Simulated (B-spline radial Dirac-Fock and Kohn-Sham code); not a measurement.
# Photoemission from P⁵⁺ at 1050 eV, detector at θ = 54.7°, φ = 0°

System: phosphorus as P⁵⁺, [He] 2s2 2p6. These are calculated numbers from a radial atomic solver; the model is Dirac-Hartree-Slater photoionisation with a Latter tail; cross sections with all multipoles, angular parameters from the dipole term and its interference with E2. Thresholds are orbital energies of the model. For linearly polarised light dσ/dΩ = σ/(4π) [1 + β P₂(cos θ) + (δ + γ cos²θ) sin θ cos φ], with θ from the polarisation vector and φ the angle between the beam and the projection of the electron momentum on the plane normal to the polarisation. The dipole factor is 1 + βP₂ and the non-dipole term is the rest of the bracket. Open shells are filled statistically over j.

Input file task.json (cfg lists n, l and occupation; rrms is the nuclear radius in fm):

```json
{"items": [{
  "Z": 15,
  "q": 5,
  "cfg": [[1, 0, 2], [2, 0, 2], [2, 1, 6]],
  "A": 31,
  "rrms": 3.1889,
  "do": "xps",
  "hv": [55.9, 80, 100.0, 105.0, 129.0, 150, 200, 280.0, 289.0, 400, 405.0, 421.0, 639.0, 680.0, 744.0, 800, 1010.0, 1050.0, 1170.0, 1360.0, 1486.9, 3680.0, 5340.0, 6000, 6100.0, 6850.0, 7200.0, 8047.8, 12100.0]
}]}
```

Command: `python xray2_run.py task.json out`

```
subshell  threshold (eV)  σ (kb)     β     γ      δ  dipole factor  non-dipole term  dσ/dΩ (kb/sr)
      2s           265.5    34.1  2.00  0.16  0.000          1.002           +0.044           2.84
   2p1/2           217.8    16.5  1.25  0.47  0.039          1.001           +0.159           1.52
   2p3/2           216.8    32.4  1.26  0.47  0.039          1.001           +0.159           2.99
```
